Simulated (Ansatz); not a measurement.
**Scan of the H4–Sn2–O1 angle**

SnH4O (SMILES [OH][SnH3]), singlet, at its PBE0-D4/def2-TZVP minimum:

```json
{"atom": "O1", "x (Å)": "0.9143", "y (Å)": "-0.7524", "z (Å)": "0.9308"}
{"atom": "Sn2", "x (Å)": "-0.2823", "y (Å)": "0.3542", "z (Å)": "-0.1751"}
{"atom": "H3", "x (Å)": "1.1502", "y (Å)": "-1.5851", "z (Å)": "0.5168"}
{"atom": "H4", "x (Å)": "-1.7211", "y (Å)": "-0.5231", "z (Å)": "-0.4615"}
{"atom": "H5", "x (Å)": "0.5141", "y (Å)": "0.7116", "z (Å)": "-1.6447"}
{"atom": "H6", "x (Å)": "-0.5331", "y (Å)": "1.7307", "z (Å)": "0.7874"}
```

The angle H4–Sn2–O1 (108.5° at the minimum) is set to the values below, H4, with anything bonded beyond it, turning rigidly in the plane of the angle. Each method's energies count from its own value at the PBE0-D4 minimum structure. Computed with Ansatz 0.2.0 (basis: def2-TZVPP); correlated methods freeze the cores. Filled d shells of the heavier atoms are correlated. Core potentials replace the inner electrons of the atoms past krypton. The def2 sets are not built for correlating such inner shells, so the correlated values are less sure here. B3LYP uses VWN-RPA correlation.

| angle (°) | CCSD(T) (kJ/mol) | B3LYP-D4 (kJ/mol) | PBE-D4 (kJ/mol) | wB97M-V (kJ/mol) | r2SCAN-D4 (kJ/mol) |
| --- | --- | --- | --- | --- | --- |
| 78.5 | 57.3 | 55.3 | 52.6 | 55.8 | 54.2 |
| 86.0 | 31.3 | 30.0 | 28.8 | 30.2 | 29.4 |
| 93.5 | 13.6 | 12.9 | 12.6 | 12.9 | 12.6 |
| 101.0 | 3.4 | 3.2 | 3.2 | 3.1 | 3.0 |
| 108.5 | 0.0 | 0.0 | 0.0 | 0.0 | 0.0 |
| 116.0 | 2.7 | 2.9 | 2.6 | 3.0 | 3.0 |
| 123.5 | 11.3 | 11.5 | 10.5 | 11.8 | 11.6 |
| 131.0 | 25.4 | 25.5 | 23.6 | 26.2 | 25.6 |
| 138.5 | 45.1 | 45.0 | 41.9 | 46.1 | 45.0 |

Minimum and curvature along this coordinate at CCSD(T): A fifth-order fit through the nearest points gives 108.8°, with a curvature of about 1.1 meV/deg².

Largest difference from the CCSD(T) curve over the scan: PBE0-D4 2.5; HF 8.3; MP2 1.4 kJ/mol. Each curve counts from its own value at the minimum.

No T1 diagnostic of these runs exceeds 0.015.

For scale, one of the runs: CCSD(T)/def2-TZVPP, 137 basis functions (an equivalent command: `ansatz run in.yaml --threads 2`). Time: 12 s of wall clock on 2 CPU threads; the host was shared. Peak host memory: 0.88 GiB.
